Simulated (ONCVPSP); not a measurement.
carbon (C): excitation energies, all-electron against ONCV

carbon, optimised norm-conserving Vanderbilt (ONCV), made with ONCVPSP 4.0.1 (PBE, scalar-relativistic). Core [He], reference 2s1.75 2p2.25. Waves: 2s: rc 0.90 bohr, ncon 4, nbas 8, qcut 7.4 1/bohr, 2 projectors, debl 1.9 Ha; 2p: rc 2.60 bohr, ncon 4, nbas 8, qcut 6.2 1/bohr, 1 projector. Local part: polynomial inside 0.90 bohr (lpopt 5, dvloc0 1 Ha). Core correction: Teter function fitted to the true core (icmod 2), fcfact 0.45.

Energies are relative to the spin-unpolarised reference configuration 2s1.75 2p2.25; without spin polarisation the order of configurations can differ from experiment.

Task: Give the all-electron excitation energy and the error of the potential for: 2s2 2p2; 2s2 2p1; 2s2 2p0; 2s0 2p4.

Result:

| valence configuration | charge | ΔE all-electron (eV) | error AE − PS (meV) |
| --- | --- | --- | --- |
| 2s2 2p2 | 0 | -2.117 | -0.9 |
| 2s2 2p1 | +1 | 8.744 | +88 |
| 2s2 2p0 | +2 | 32.900 | +672 |
| 2s0 2p4 | 0 | 14.858 | -44 |

Levels in the configuration 2s2 2p1:

```
level  all-electron (eV)  pseudo (eV)
   2s            -25.758      -25.654
   2p            -17.005      -16.773
```
